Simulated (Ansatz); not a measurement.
Cost and result up the ladder for Tl2F (3 atoms). The state is a doublet with charge 0. Geometry: PBE0-D4/def2-TZVP.

Cartesian coordinates in Å:
```
Tl -0.0706 0.0630 -1.7625
Tl -0.9117 0.2592 1.4889
F 0.9823 -0.3222 0.2736
```

Ansatz on 4 threads of Arm Neoverse V2 on a shared host. Times are rough, and most runs start from the orbitals of an earlier one. PBE0-D4/def2-TZVPD serves as the yardstick here, not as an exact answer. Differences are given only for rows in sets of like size (and for xTB, whose basis is part of the method), since another set adds its own error. Binding counts from free atoms at the same level (Tl doublet, F doublet; other spins of the atoms weren't run), without zero-point energy or a counterpoise term.

In the def2 sets Tl takes a core potential; there is no spin–orbit coupling. B3LYP takes the VWN-RPA correlation. HSE06 is defined as in plane-wave codes, on full-range PBE exchange. Correlated methods freeze 9 core orbitals; core or outer-core shells of Tl are correlated, in sets that lack core-valence functions. The structure comes from a short search, and lower isomers may exist.

Correlated methods converge slowly with the basis.

```
                          level  functions  wall time  binding energy per atom (eV)  difference from PBE0-D4/def2-TZVPD (eV)
                PBE-D4/def2-SVP         66      0.7 s                          2.24                                        –
               PBE0-D4/def2-SVP         66     0.95 s                          2.06                                        –
               PBE-D4/def2-TZVP        131      1.6 s                          2.23                                     0.16
              PBE-D4/def2-TZVPD        152      1.9 s                          2.23                                     0.16
             HSE06-D4/def2-TZVP        131        2 s                          2.07                                     0.00
             BHLYP-D4/def2-TZVP        131      2.1 s                          1.94                                    -0.13
PBE0-D4/def2-TZVP (with forces)        131      2.2 s                          2.06                                    -0.01
             B3LYP-D4/def2-TZVP        131      2.3 s                          2.10                                     0.03
             PBE0-D4/def2-TZVPD        152      2.5 s                          2.07                                     0.00
              RPA@PBE/def2-TZVP        131        3 s                          1.82                                    -0.26
            r2SCAN-D4/def2-TZVP        131        4 s                          2.15                                     0.08
           r2SCAN-D4/def2-TZVPD        152      4.7 s                          2.16                                     0.09
               B97M-V/def2-TZVP        131      5.5 s                          2.18                                     0.11
             CCSD(T)/def2-TZVPP        131       13 s                          2.00                                    -0.07
```
